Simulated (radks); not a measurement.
Valence configurations of Co2+ (all share [Ar]). All-electron calculation, scalar-relativistic Kohn-Sham, BLYP, spin-polarised, spherical densities, point nucleus; open shells are filled with parallel spins first. Program: a radial shooting solver on a logarithmic mesh with Libxc functionals. Energies are relative to 3d7; eigenvalues in eV for spin up.

valence          E (eV)  moment (Bohr magnetons)    e(3d)    e(4p)    e(4s)
3d7               0.000                        3  -28.279        -        -
3d6.5 4s0.5       2.230                        4  -31.529        -  -22.747
3d6 4s1           5.151                        5  -34.998        -  -23.978
3d5.5 4s1.5       9.808                        5  -38.720        -  -24.924
3d6 4p1          12.121                        5  -36.287  -17.731        -
3d5 4s2          15.409                        5  -42.646        -  -25.843
3d5.5 4s0.5 4p1  16.114                        6  -39.945  -18.625  -25.918
3d5 4p2          28.584                        7  -45.008  -20.105        -
3d4.5 4s1.5 4p1  31.307                        6  -47.714  -20.196  -28.021
3d4.5 4s0.5 4p2  37.871                        7  -48.801  -20.956  -28.882

NIST lists [Ar] 3d7 as the ground configuration; this level of theory agrees among the configurations tried. The energies are those of spherical high-spin densities, not of single terms.
